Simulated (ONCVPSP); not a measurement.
## What one change does to a pseudopotential (manganese (Mn), ONCV)

- Element: Mn (Z = 25)
- Generator: ONCVPSP 4.0.1
- Type: optimised norm-conserving Vanderbilt (ONCV)
- Functional: PBE
- Relativity: scalar-relativistic
- Frozen core: [Ne]
- Valence charge: 15
- Reference configuration: 3s2 3p6 3d5 4s1.75 4p0.25
- Partial waves: 3s+4s: rc 1.45 bohr, ncon 4, nbas 7, qcut 8.4 1/bohr, 2 projectors; 3p+4p: rc 1.85 bohr, ncon 4, nbas 8, qcut 8.7 1/bohr, 2 projectors; 3d: rc 1.20 bohr, ncon 3, nbas 7, qcut 15.4 1/bohr, 2 projectors, debl 2.6 Ha
- Local potential: polynomial inside 1.05 bohr (lpopt 5, dvloc0 0 Ha)
- Core correction: Teter function, fcfact 3, rcfact 1.6

All-electron outer shells of the reference configuration (PBE, scalar-relativistic, ld1.x):

```json
{"shell": "2s", "level (eV)": "-744.36", "outermost node (bohr)": "0.08", "outermost maximum (bohr)": "0.23"}
{"shell": "2p", "level (eV)": "-630.60", "outermost node (bohr)": "–", "outermost maximum (bohr)": "0.19"}
{"shell": "3s", "level (eV)": "-86.31", "outermost node (bohr)": "0.34", "outermost maximum (bohr)": "0.74"}
{"shell": "3p", "level (eV)": "-55.03", "outermost node (bohr)": "0.31", "outermost maximum (bohr)": "0.75"}
{"shell": "3d", "level (eV)": "-7.19", "outermost node (bohr)": "–", "outermost maximum (bohr)": "0.76"}
{"shell": "4s", "level (eV)": "-5.38", "outermost node (bohr)": "1.05", "outermost maximum (bohr)": "2.51"}
{"shell": "4p", "level (eV)": "-1.58", "outermost node (bohr)": "1.16", "outermost maximum (bohr)": "3.38"}
```

Change: p: qcut 11.7.

Cutoffs: the cutoffs (Ha) at which the residual kinetic energy of the hardest occupied pseudo-wave falls to 1 and 0.1 mHa per electron; they do not see the model core or the augmentation charge, which bear on the density cutoff. Errors are all-electron minus pseudo energies relative to the spin-unpolarised reference configuration.

Predict the effect on cutoff, ghosts and configuration errors.

The potential gets neither clearly harder nor softer (74 Ha and 86 Ha → 74 Ha and 86 Ha); the d channel sets the loose cutoff, while the largest relative change is in p, which becomes harder; the errors of the 3 common tests hardly move; neither file shows a bound ghost.

| quantity | base | changed |
| --- | --- | --- |
| cutoff, loose | 74 Ha | 74 Ha |
| cutoff, tight | 86 Ha | 86 Ha |
| loose cutoff by channel | s 23 Ha, p 24 Ha, d 74 Ha | s 23 Ha, p 30 Ha, d 74 Ha |
| bound ghosts | none | none |
| GHOST(+) flags under 300 eV | none | none |
| tests with a reliable result | 3 of 4 | 3 of 4 |
| error for 3s2 3p6 3d5 4s2 4p0, meV [ΔE -0.94 eV] | +0.1 | +0.1 |
| error for 3s2 3p6 3d5 4s1 4p0, meV [ΔE 7.48 eV] | -0.5 | -0.3 |
| error for 3s1 3p6 3d5 4s2 4p0, meV [ΔE 92.56 eV] | -177 | -166 |
| s: phases at 1.47 bohr within 0.05 rad from the reference energy up to (Ha; the scan ends near 5) | to the end of the scan | to the end of the scan |
| p: phases at 1.88 bohr within 0.05 rad from the reference energy up to (Ha; the scan ends near 5) | to the end of the scan | to the end of the scan |
| d: phases at 1.22 bohr within 0.05 rad from the reference energy up to (Ha; the scan ends near 5) | to the end of the scan | to the end of the scan |
| rms error of d²Exc/dni dnj with the model core, mHa | 1.48 | 1.40 |
